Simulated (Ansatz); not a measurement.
CH7NSSi (`CN[SiH2]S`). The species carries charge 0 and has multiplicity 1. The geometry is a stationary point of PBE0-D4/def2-TZVP. It is one conformer, not always the lowest.

```xyz
11

C     1.185   -1.004    0.897
N     0.089   -0.085    0.688
Si   -0.459    0.468   -0.829
S    -2.545    0.893   -0.609
H     2.131   -0.502    1.135
H     0.961   -1.707    1.705
H     1.345   -1.593   -0.009
H    -0.194    0.421    1.512
H    -0.169   -0.631   -1.786
H     0.146    1.721   -1.368
H    -2.491    2.020   -1.336
```

Task: What is the dipole moment at r2SCAN/def2-TZVPP? (An estimate is asked.)

Result: Computed: 1.63 D, with components (1.42, 0.23, 0.76) D in this frame, pointing from negative to positive charge.

Task: And with PBE, B3LYP, ωB97M-V? (An estimate is asked.)

Result: Computed: PBE 1.59 D, B3LYP 1.61 D, ωB97M-V 1.62 D.

Task: Give the Mulliken charges with r2SCAN, PBE, ωB97M-V in def2-TZVPP. (Best estimate.)

Result: Computed: 
```
atom  r2SCAN    PBE  ωB97M-V
  C1   -0.03  -0.18    -0.22
  N2   -0.35  -0.26    -0.31
 Si3    0.46   0.34     0.34
  S4   -0.29  -0.27    -0.27
  H5    0.06   0.10     0.12
  H6    0.05   0.09     0.12
  H7    0.05   0.08     0.10
  H8    0.13   0.13     0.10
  H9   -0.09  -0.07    -0.04
 H10   -0.11  -0.09    -0.06
 H11    0.11   0.11     0.12
```

B3LYP here is the variant with VWN-RPA as its local correlation; programs differ in this.
